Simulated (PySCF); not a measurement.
A calculated (M06-2X, PySCF 2.14, def2-TZVPPD, no relativity, point nucleus) atom or ion has these occupied shells.

```
shell  electrons  orbital energy (eV)  rms radius, mean of both spins (bohr)
 1s α          1              -1849.5                                  0.129
 1s β          1              -1849.0                                  0.129
 2s α          1              -175.90                                  0.620
 2s β          1              -175.72                                  0.620
 2p α          3              -130.36                                  0.598
 2p β          3              -129.80                                  0.598
 3p α          2              -24.450                                   2.34
```

(1) Name the element and its charge.

Results:

(1) Si²⁺ (silicon, charge +2), in [Ne] 3p2, high-spin 3P determinant (an excited configuration).
